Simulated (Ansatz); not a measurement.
A nudged elastic band was laid between two geometries of CH₆Sn (8 atoms, charge 0, multiplicity 1).

Level of theory: Ansatz 0.2.0, RKS B3LYP-D4/def2-SVP.

```yaml
movable_images: 5
climbing_image: yes
spring: 5.0 eV/Å²
optimiser: quadratic models (default)
start_path: through a guess of the saddle point
force_threshold: 0.05 eV/Å
iteration_limit: 60
end_points: relaxed
```

Image 0:

```xyz
8
Properties=species:S:1:pos:R:3
Sn 0.449 0.019 0.030
C 1.063 -0.022 2.110
H 0.181 -0.134 2.758
H 1.744 -0.868 2.283
H 1.581 0.913 2.367
H 1.826 0.166 -0.993
H -0.597 1.358 -0.249
H -0.387 -1.433 -0.368
```

Image 6:

```xyz
8
Properties=species:S:1:pos:R:3
Sn 0.049 -0.029 -1.011
C 1.525 0.022 1.870
H 0.443 -0.177 1.812
H 2.014 -0.816 2.385
H 1.686 0.960 2.419
H 1.982 0.123 0.869
H -0.929 1.229 -0.193
H -0.912 -1.313 -0.213
```

(1) Which bonds break or form, and what moves?

(2) Give the energies along the band, and the barrier.

(3) What is the geometry of the highest image?

The band took 16 iterations and of the order of 2.9 core-minutes.

Answers

(1) Bonds broken: Sn1–C2, Sn1–H6. Bonds formed: C2–H6. CH6Sn becomes CH4 + H2Sn.

(2) The forces met the threshold. The highest image is number 3 of 0 to 6, 218.9 kJ/mol above the first end and 202.4 kJ/mol above the last; the last end lies 16.5 kJ/mol above the first. Neighbouring images differ by up to 1.2 eV, so the band resolves the path poorly. A vibrational analysis at the climbing image gives one clearly imaginary mode, 1067i cm⁻¹: a first-order saddle point. The orbitals stay closed-shell, which can raise the energy where a bond breaks towards radicals; this wasn't checked here.

| image | path coordinate (Å) | energy (kJ/mol) | Sn1–C2 (Å) | Sn1–H6 (Å) | C2–H6 (Å) |
| --- | --- | --- | --- | --- | --- |
| 0 | 0.00 | 0.0 | 2.17 | 1.72 | 3.20 |
| 1 | 0.54 | 21.7 | 2.14 | 1.71 | 2.77 |
| 2 | 1.07 | 120.8 | 2.23 | 1.67 | 2.27 |
| 3 | 1.61 | 218.9 | 2.55 | 1.72 | 1.85 |
| 4 | 2.15 | 101.4 | 2.70 | 1.93 | 1.29 |
| 5 | 2.68 | 19.7 | 3.09 | 2.33 | 1.11 |
| 6 | 3.22 | 16.5 | 3.24 | 2.70 | 1.10 |

(3) 
```xyz
8
Properties=species:S:1:pos:R:3
Sn 0.316 0.029 -0.511
C 1.174 -0.005 1.889
H 0.206 -0.159 2.378
H 1.860 -0.839 2.075
H 1.614 0.966 2.145
H 1.884 0.091 0.183
H -0.680 1.360 -0.051
H -0.516 -1.443 -0.170
```

Time of the run: 2.8 min on 1 thread of Arm Neoverse V2, on a shared host, peak memory 0.14 GiB.
